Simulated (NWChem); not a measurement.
# BCl

Program: NWChem. Each level has its own optimisation; frequencies are unscaled.

| level | basis functions | r B–Cl (Å) | highest harmonic frequency (cm⁻¹) | zero-point energy (kcal/mol) | dipole (D) | relative time |
|---|---|---|---|---|---|---|
| PBE0/3-21G | 22 | 1.795 | 701 | 1.0 | 0.26 | 1 |
| PBE0/pcseg-1 | 32 | 1.729 | 838 | 1.2 | 1.24 | 3 |
| PBE0/aug-pcseg-1 | 50 | 1.728 | 832 | 1.2 | 1.49 | 6 |
| PBE0/pcseg-2 | 64 | 1.717 | 843 | 1.2 | 1.58 | 10 |
| PBE0/def2-TZVPP | 73 | 1.718 | 841 | 1.2 | 1.64 | 10 |

Relative times are rough (shared machine, one core).
